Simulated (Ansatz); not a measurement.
**Molecular dynamics of LiNb₁₆**

Input:

```yaml
crystal:
  lattice:
    - [6.6, 0.0, 0.0]
    - [0.0, 6.6, 0.0]
    - [0.0, 0.0, 6.6]
  atoms:
    - { symbol: Nb, position: [0.02581616, -0.035045, 0.00025458] }
    - { symbol: Nb, position: [0.50906381, 0.00253388, 2.98e-06] }
    - { symbol: Nb, position: [0.02705544, 0.53630412, 0.00026099] }
    - { symbol: Nb, position: [-0.0039957, -0.00229422, 0.50014152] }
    - { symbol: Nb, position: [0.24031772, 0.25002132, 0.2475269] }
    - { symbol: Nb, position: [0.50892869, 0.49768076, 4.18e-06] }
    - { symbol: Nb, position: [0.48794787, -0.00410687, 0.49990588] }
    - { symbol: Nb, position: [0.72327028, 0.24949403, 0.28555847] }
    - { symbol: Nb, position: [-0.00389634, 0.50185972, 0.50014363] }
    - { symbol: Nb, position: [0.26139952, 0.75021091, 0.25392776] }
    - { symbol: Nb, position: [0.24038702, 0.25001982, 0.75238933] }
    - { symbol: Nb, position: [0.48799876, 0.50359906, 0.49990767] }
    - { symbol: Nb, position: [0.75339264, 0.74973369, 0.25214011] }
    - { symbol: Nb, position: [0.72265049, 0.24948731, 0.71383794] }
    - { symbol: Nb, position: [0.26137365, 0.75020909, 0.74634432] }
    - { symbol: Nb, position: [0.75333539, 0.74973142, 0.74808768] }
    - { symbol: Li, position: [0.8743427, 0.25183406, -0.00091244] }
basis:
  ecutwfc: 420.0
kpoints:
  mp_grid: { grid: [2, 2, 2] }
hamiltonian:
  xc: pbe
scf:
  occupations: { method: fermi_dirac, width: 0.15 }
  lower_state_search: "off"
  max_iter: 61
md:
  timestep: 1.5
  n_steps: 200
  ensemble: nvt_nose_hoover
  temperature: 2400.0
  initial_velocities: maxwell_boltzmann
  seed: 925968
  nose_hoover: { tau: 5.0, chain_length: 1 }
```

Run as:

```bash
$ ansatz run input.yaml --threads 2 --pin off --max-ram 5120MiB --backend cpu --events-out ev --progress --plain --runs-dir out
```

It starts from a relaxed structure.

Output, in part (step lines):

```
md step     0: t =     0.00 fs  T =  2400.0 K  F+E_penalty+E_count = -73038.39551058 eV  E_kin = 4.963584 eV  conserved = -73033.43192663 eV  (7 SCF iters)
md step     1: t =     1.50 fs  T =  2392.0 K  F+E_penalty+E_count = -73038.37855693 eV  E_kin = 4.947102 eV  conserved = -73033.43183153 eV  (6 SCF iters)
md step     2: t =     3.00 fs  T =  2368.9 K  F+E_penalty+E_count = -73038.32646414 eV  E_kin = 4.899213 eV  conserved = -73033.43167173 eV  (6 SCF iters)
md step     3: t =     4.50 fs  T =  2335.6 K  F+E_penalty+E_count = -73038.24146194 eV  E_kin = 4.830299 eV  conserved = -73033.43146247 eV  (6 SCF iters)
md step     4: t =     6.00 fs  T =  2298.9 K  F+E_penalty+E_count = -73038.12634266 eV  E_kin = 4.754495 eV  conserved = -73033.43121921 eV  (6 SCF iters)
md step     5: t =     7.50 fs  T =  2266.1 K  F+E_penalty+E_count = -73037.98403995 eV  E_kin = 4.686738 eV  conserved = -73033.43095537 eV  (4 SCF iters)
md step     6: t =     9.00 fs  T =  2243.6 K  F+E_penalty+E_count = -73037.81727144 eV  E_kin = 4.640226 eV  conserved = -73033.43068281 eV  (3 SCF iters)
md step     7: t =    10.50 fs  T =  2236.1 K  F+E_penalty+E_count = -73037.62829694 eV  E_kin = 4.624659 eV  conserved = -73033.43041080 eV  (3 SCF iters)
[... lines left out ...]
md step   199: t =   298.50 fs  T =  2480.2 K  F+E_penalty+E_count = -73033.67147520 eV  E_kin = 5.129405 eV  conserved = -73033.42946542 eV  (3 SCF iters)
md step   200: t =   300.00 fs  T =  2574.4 K  F+E_penalty+E_count = -73033.61887436 eV  E_kin = 5.324249 eV  conserved = -73033.42925534 eV  (6 SCF iters)
```

The steps, from the saved trajectory:

```
time (fs)  T (K)  potential energy less start (eV)  conserved less start (meV/atom)
      0.0   2400                             0.000                             0.00
      9.0   2244                             0.578                             0.07
     18.0   2420                             2.002                             0.16
     27.0   2398                             3.976                             0.25
     36.0   2335                             6.003                             0.31
     45.0   2592                             7.828                             0.34
     54.0   2274                             9.167                             0.36
     63.0   2595                             9.823                             0.33
     72.0   2312                            10.143                             0.33
     81.0   2399                            10.230                             0.30
     90.0   2477                            10.354                             0.31
     99.0   2320                            10.306                             0.36
    108.0   2590                             9.662                             0.29
    117.0   2193                             9.013                             0.23
    126.0   2512                             8.581                             0.26
    135.0   2435                             8.058                             0.31
    144.0   2326                             7.125                             0.20
    153.0   2404                             6.489                             0.10
    162.0   2262                             6.696                             0.25
    171.0   2713                             6.495                             0.23
    180.0   2136                             5.975                             0.11
    189.0   2434                             5.881                             0.18
    198.0   2532                             5.881                             0.17
    207.0   2155                             5.802                             0.18
    216.0   2678                             5.646                             0.10
    225.0   2131                             5.907                             0.20
    234.0   2612                             5.988                             0.14
    243.0   2278                             6.350                             0.22
    252.0   2452                             6.409                             0.26
    261.0   2548                             5.880                             0.21
    270.0   2145                             5.213                             0.13
    279.0   2629                             4.744                             0.13
    288.0   2222                             4.524                             0.08
    297.0   2376                             4.672                             0.13
```

All steps were run. The conserved energy stayed within 0.36 meV per atom of its start (net change 0.16 meV per atom), so the integration is sound. A run of 0.3 ps of so small a system gives no equilibrium averages. Limits of this set-up: coarse k mesh.

Mean squared displacements from the first frame to the last, about the centre of mass: Nb 0.14 Å², Li 4.62 Å².

Last frame:

```xyz
17
Lattice="6.6000 0.0000 0.0000 0.0000 6.6000 0.0000 0.0000 0.0000 6.6000" Properties=species:S:1:pos:R:3
Nb -0.077 0.088 -0.066
Nb 3.219 -0.242 -0.264
Nb 0.066 3.569 0.193
Nb -0.162 -0.132 3.452
Nb 1.767 1.415 1.484
Nb 3.536 3.295 -0.095
Nb 3.172 0.011 3.385
Nb 5.503 2.352 1.859
Nb 0.197 3.162 3.569
Nb 1.612 4.999 1.963
Nb 1.745 1.514 4.788
Nb 3.077 3.079 2.966
Nb 4.791 5.083 1.502
Nb 4.881 1.618 4.911
Nb 1.609 4.910 4.943
Nb 4.767 4.897 4.929
Li 3.961 1.365 1.114
```

Run time: 20 min on 2 threads of Arm Neoverse V1, on a shared host, peak memory 0.93 GiB.
